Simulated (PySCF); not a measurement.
## Ionisation energy of Ga²⁹⁺ by level of theory

Ga²⁹⁺ 1s2 (1S) → Ga³⁰⁺ 1s1 (2S), as a difference of total energies. Computed with PySCF 2.14 in an even-tempered Gaussian basis (17 s from 37 bohr⁻², ratio 2.2; 7 p from 57 bohr⁻², ratio 2.4; 4 d from 170 bohr⁻², ratio 2.4; 3 f from 250 bohr⁻², ratio 2.4; 3 g from 380 bohr⁻², ratio 2.4), with scalar relativity by spin-free X2C-1e. Correlated levels: nothing frozen; virtual orbitals above 40 to 60 times the deepest correlated orbital energy dropped. The calculations carry no spin-orbit coupling.

```
                 method  ionisation energy (eV)  difference from reference (eV)
                    UHF                 12707.1                           +10.5
    MP2 (all electrons)                 12708.4                           +11.8
SCS-MP2 (all electrons)                 12708.7                           +12.1
   CCSD (all electrons)                 12708.4                           +11.8
```

Reference: 12696.6 eV (theoretical estimate listed by NIST; NIST Atomic Spectra Database, ionization energies).

For this ion Breit and QED terms and the two-electron picture change, all absent here, outweigh the differences among the correlated methods.

With two correlated electrons CCSD is exact in that space.
